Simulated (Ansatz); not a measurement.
Two members of one family (Series SiX2), computed with Ansatz in the gas phase; def2 core potentials for I, no spin–orbit coupling. Binding counts from free atoms in the multiplicity of their measured ground term, without zero-point energy. The structures are stationary points that may keep the symmetry of their start.

First: SiCl2 (singlet, charge 0, r2SCAN-D4/def2-TZVP geometry).

Cartesian coordinates in Å:
```
Si -0.010 0.769 -0.426
Cl 1.353 -0.800 -0.569
Cl -1.343 0.031 0.995
```

| level | HOMO (eV) | LUMO (eV) | gap (eV) | binding per atom (eV) |
| --- | --- | --- | --- | --- |
| LDA (SPW92)/def2-TZVP | -6.77 | -3.82 | 2.95 | 3.49 |
| BLYP-D4/def2-TZVP | -6.51 | -3.47 | 3.04 | 2.97 |
| r2SCAN-D4/def2-TZVP | -6.88 | -3.60 | 3.28 | 3.02 |
| PBE0-D4/def2-SVP | -7.66 | -2.81 | 4.86 | 2.94 |
| ωB97X-V/def2-TZVP | -9.97 | -0.79 | 9.19 | 3.01 |

Second: SiI2 (singlet, charge 0, r2SCAN-D4/def2-TZVP geometry).

```xyz
3

Si   -0.1002    0.9467   -0.3880
I     0.6116    0.2850    1.8984
I    -0.5114   -1.2317   -1.5104
```

Question: Estimate the same table for the second.

Answer: 
```
                level  HOMO (eV)  LUMO (eV)  gap (eV)  binding per atom (eV)
LDA (SPW92)/def2-TZVP      -6.31      -4.12      2.19                   2.64
    BLYP-D4/def2-TZVP      -5.99      -3.76      2.23                   2.19
  r2SCAN-D4/def2-TZVP      -6.37      -3.93      2.44                   2.20
     PBE0-D4/def2-SVP      -7.18      -3.36      3.82                   2.15
    ωB97X-V/def2-TZVP      -9.18      -1.34      7.84                   2.13
```
